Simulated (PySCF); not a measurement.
Species: C9H16.
Bonds: C1–C2, C2–C3, C3–C4, C4–C5, C4–C6, C6–C7, C7–C8, C8–C9, C1–C5, C4–C9. Hydrogens: H10, H11 on C1; H12, H13 on C2; H14, H15 on C3; H16, H17 on C5; H18, H19 on C6; H20, H21 on C7; H22, H23 on C8; H24, H25 on C9.

The closed-shell ground state was solved at several levels (PySCF, density fitting, gas phase, non-relativistic). One conformer (not necessarily the lowest) at the PBE0-D3(BJ)/def2-SVP geometry, without solvent, vibrations or thermal averaging.

```json
{"level": "B97-2/pcSseg-1", "basis functions": "233", "HOMO (eV)": "-8.11", "LUMO (eV)": "1.28", "gap (eV)": "9.39", "dipole (D)": "0.04"}
{"level": "wB97X-D/def2-SVPD", "basis functions": "308", "HOMO (eV)": "-10.20", "LUMO (eV)": "2.28", "gap (eV)": "12.48", "dipole (D)": "0.03"}
```

**Question.** Estimate the row for PBE0/pcSseg-1, a basis of 233 functions; the other rows only guide the guess.

**Answer.** HOMO -8.35 eV, LUMO 1.24 eV, gap 9.59 eV, dipole 0.04 D.

**Question.** Over all these levels, which gives the widest orbital gap and which the narrowest?

**Answer.** wB97X-D/def2-SVPD (range-separated hybrid) has the widest, 12.48 eV, and B97-2/pcSseg-1 (global hybrid, 21 % exact exchange) the narrowest, 9.39 eV. Functional and basis both differ between the two, so the spread mixes both effects.

**Question.** How far do the dipole and the HOMO energy spread over the levels?

**Answer.** The dipole runs from 0.03 to 0.04 D (mean 0.04 D) and the HOMO from -10.20 to -8.11 eV.
